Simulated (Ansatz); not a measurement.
`BI` + `[AsH3]` → `B[AsH2]` + HI at 500 K and 1 bar (ligand exchange at a B–I bond).

Computed with Ansatz on PBE0-D4/def2-TZVP structures; ΔE is electronic, products minus reactants. CCSD(T)/CBS is the MP2 limit (def2-TZVPP, def2-QZVPP) plus CCSD(T) − MP2 in def2-TZVPP, frozen cores. def2 core potentials past Kr. For As, I outer-core shells are correlated without core-valence functions, which leaves a few kJ/mol of doubt a bond. Scalar relativity is left out up to krypton.

| species | CCSD(T)/CBS energy (Eh) | H − E (kJ/mol) | S (J/(mol·K)) |
| --- | --- | --- | --- |
| `BI` | -323.43628 | 73.5 | 279.1 |
| `[AsH3]` | -2236.79077 | 76.6 | 245.1 |
| `B[AsH2]` | -2262.17165 | 121.3 | 305.2 |
| HI | -298.03592 | 28.6 | 221.6 |

H − E and S are ideal-gas, rigid-rotor, harmonic terms from PBE0-D4/def2-TZVP. 1 Eh = 2625.50 kJ/mol, R = 8.31446 J/(mol·K).

By hand: ΔE, ΔH, ΔS and ΔG.

ΔE = (-2262.17165) + (-298.03592) − (-323.43628) − (-2236.79077) = 0.01948 Eh = 51.1 kJ/mol. Δ(H − E) = 121.3 + 28.6 − 73.5 − 76.6 = -0.2, so ΔH = 50.9 kJ/mol. ΔS = 305.2 + 221.6 − 279.1 − 245.1 = 2.6 J/(mol·K). ΔG = 50.9 − 500 × (2.6)/1000 = 49.6 kJ/mol.

By hand: the equilibrium constant, and the temperature at which ΔG would vanish if ΔH and ΔS stayed fixed.

log₁₀ K = −ΔG/(RT ln 10) = -5.2. ΔG = 0 at ΔH/ΔS = 19577 K, far beyond where these terms or the molecules hold.

The number of gas molecules stays the same, so ΔS is small and ΔH decides. A doubt of 5 kJ/mol in ΔE shifts log₁₀ K by 0.5 here. These are equilibria of isolated gas molecules and say nothing of rates. Largest T1 diagnostic: 0.014 (customary marks: 0.02 for closed shells, 0.045 for open ones).
